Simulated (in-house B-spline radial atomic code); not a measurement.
Atomic self-consistent-field run: the iridium ion Ir³⁺ (an excited or competing configuration). Computed with a radial B-spline atomic code at the basis-set limit: Dirac-Hartree-Fock, average of configuration, Fermi nucleus of rms radius 5.4032 fm.

Command:
```bash
python run_scf.py task.json out
```
Settings (nuclear radius in fm, mass in u):
```
Z                77
configuration    [Kr] 4d10 4f14 5s2 5p5 5d6 6s1
hamiltonian      dirac
method           hf
spin_polarised   False
nucleus          fermi
rms_radius       5.4032
atomic_mass      192.96292
speed_of_light   137.035999084
```

Output (hartree, bohr):
```
 radial grid: 77 intervals, B-splines of order 8, outer radius 51.8919 bohr

 iter        energy (Eh)    residual
    1      -17840.551256    7.49e-01
    2      -17842.442331    8.90e-02
    3      -17842.574735    2.75e-02
    4      -17842.589466    1.03e-02
    5      -17842.591933    2.57e-03
    6      -17842.592108    3.01e-04
    7      -17842.592109    7.48e-05
    8      -17842.592109    3.39e-05
    9      -17842.592109    1.55e-06
   10      -17842.592109    1.32e-07

 total energy                    -17842.59211
 kinetic                           20315.5514
 electron-nucleus                 -44674.1561
 electron-electron                  6516.0127

 first-order corrections (not in the total)
   Gaunt                            22.1245
   retardation                      -2.3451
   frequency dependence             -0.4086
   self-energy                      16.3397
   Uehling                          -3.2105
   Wichmann-Kroll                    0.1352
   recoil                            0.0309

 orbital      occ     eigenvalue          <r>       <r^2>       <1/r>     <1/r^2>       r_max    small
 1s1/2      2.000     -2816.8443    0.0174389 0.000419547     92.1334     20764.3     0.01082  8.50e-02
 2s1/2      2.000      -499.1771    0.0729206  0.00635434     22.5694     2892.53     0.06246  1.94e-02
 2p1/2      2.000      -477.2241    0.0602478  0.00452845     22.4859     909.228     0.04627  1.94e-02
 2p3/2      4.000      -417.2988     0.068517  0.00571696     18.5772     471.647     0.05339  1.74e-02
 3s1/2      2.000      -120.2693     0.189534   0.0412307     8.29995     657.283      0.1756  6.47e-03
 3p1/2      2.000      -110.4828     0.180002   0.0378047     8.19924     210.614      0.1644  6.40e-03
 3p3/2      4.000       -97.1733     0.195127   0.0442222     7.18923     111.169      0.1788  5.82e-03
 3d3/2      4.000       -81.0586     0.170578   0.0341793     7.06625     62.5948      0.1398  5.67e-03
 3d5/2      6.000       -78.2103      0.17522   0.0359365     6.83211     57.6295      0.1438  5.51e-03
 4s1/2      2.000       -28.0867     0.423291    0.202281     3.47897      163.28      0.3978  2.13e-03
 4p1/2      2.000       -23.9182     0.427647     0.20817     3.36414     51.3923      0.3973  2.04e-03
 4p3/2      4.000       -20.7342     0.459601    0.240209      3.0308     27.5391      0.4264  1.84e-03
 4d3/2      4.000       -13.9063     0.471361    0.257049      2.8212     14.4432      0.4215  1.64e-03
 4d5/2      6.000       -13.3065     0.482388    0.269001     2.73946     13.2722       0.431  1.58e-03
 4f5/2      6.000        -4.5459      0.52453    0.334006     2.34628     6.88423      0.3944  1.20e-03
 4f7/2      8.000        -4.4250     0.531697    0.343249     2.31388     6.68565      0.3993  1.18e-03
 5s1/2      2.000        -5.5809     0.981842     1.08011     1.37553      30.683      0.8951  5.00e-04
 5p1/2      1.667        -4.2107      1.06005     1.26683     1.26119     8.93491      0.9491  4.33e-04
 5p3/2      3.333        -3.6762      1.14537     1.47845     1.14682     4.81828       1.023  3.76e-04
 5d3/2      2.400        -1.7593      1.46378     2.46218    0.882125     1.81266       1.227  2.31e-04
 5d5/2      3.600        -1.7022      1.50484     2.60115    0.854906     1.65237       1.261  2.18e-04
 6s1/2      1.000        -1.3295      2.39975     6.42006    0.532707     4.87188       2.177  9.43e-05
```

Time taken, with all properties: 1.7 s on 1 thread of Arm Neoverse V1, with other jobs on the host.

For the Dirac Hamiltonian the kinetic term is c α·p + (β - 1)c².
